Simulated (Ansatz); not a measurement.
Ansatz results at the PBE0-D4/def2-TZVP geometry: size of the dipole moment (B3LYP/def2-TZVPP) 2.45 D; HOMO energy (B3LYP/def2-TZVPP) -7.01 eV; HOMO energy (PBE/def2-TZVPP) -5.80 eV.

Each molecule was computed in one conformer, which needn't be the lowest.

Question: Which molecule gave them?
A. `C#C[SiH2]C(=O)O`
B. `C=C([SiH3])NC`
C. `CCC(=N)[SiH3]`
D. `C=C[SiH2]CN`

Answer: C. The others give `C=C([SiH3])NC`: 1.67, -5.73, -4.82; `C=C[SiH2]CN`: 1.03, -6.28, -5.15; `C#C[SiH2]C(=O)O`: 2.09, -7.66, -6.44.

B3LYP here is the variant with VWN-RPA as its local correlation; programs differ in this.
